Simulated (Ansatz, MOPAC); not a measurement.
Torsion H3–B1–C2–H5 in CH5B (SMILES BC); at each angle all else is relaxed with GFN2-xTB, and the levels are single points there.
Geometry at 80° (charge 0, multiplicity 1):
```xyz
7

B      0.895     0.084    -0.002
C     -0.664    -0.042    -0.039
H      1.558    -0.879    -0.038
H      1.409     1.130     0.102
H     -0.993    -0.301     0.970
H     -1.018    -0.848    -0.678
H     -1.188     0.870    -0.313
```
Energies count from the point at 80°.

Correlated levels freeze the cores. CBS(a, b) extrapolates the correlation energy as X⁻³ and adds the Hartree–Fock energy of set b. The state that AM1 reach isn't checked.

Codes used: Ansatz (a program for electronic structure); MOPAC for AM1 (differences of heats of formation). Each number belongs to the level named beside it.

Energies in kcal/mol.

```csv
dihedral (°),AM1,PBE/def2-TZVPP,CCSD/cc-pVQZ,CCSD(T)/cc-pVDZ,"CCSD(T)/CBS(cc-pVTZ, cc-pVQZ)"
0,0.03,0.10,0.10,0.11,0.10
20,-0.01,0.00,0.00,0.00,0.00
40,0.00,0.02,0.02,0.03,0.02
60,0.03,0.09,0.09,0.10,0.10
80,0.00,0.00,0.00,0.00,0.00
100,0.00,0.01,0.01,0.01,0.01
120,0.03,0.09,0.09,0.10,0.10
```
